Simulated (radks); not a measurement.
Task: Species: Te XX. Configuration: [Ar] 3d10 4s2 4p3 (the NIST ground configuration). All-electron calculation, Dirac Kohn-Sham, relativistic LDA (MacDonald-Vosko exchange, VWN5 correlation), spin-unpolarised, spherical densities, finite nucleus; open shells fill j = l - 1/2 first; Fermi nuclear charge, rms radius 4.7423 fm. Program: a radial shooting solver on a logarithmic mesh with Libxc functionals. Some entries of the table are withheld. Estimate them.

orbital  occ.  eigenvalue (eV)  <r^2> (bohr^2)
1s1/2       2        -31946.80        0.001056
2s1/2       2              (1)         0.01695
2p1/2       2        -5049.574         0.01253
2p3/2       4        -4777.200         0.01381
3s1/2       2        -1456.510          0.1170
3p1/2       2              (2)          0.1111
3p3/2       4              (3)          0.1189
3d3/2       4        -1066.291         0.09891
3d5/2       6        -1055.189          0.1011
4s1/2       2        -600.1250          0.5321
4p1/2       2        -553.6497          0.5521
4p3/2       1        -539.9269          0.5794

Result: 
(1) 2s1/2 eigenvalue (eV): -5345.466
(2) 3p1/2 eigenvalue (eV): -1334.189
(3) 3p3/2 eigenvalue (eV): -1282.136
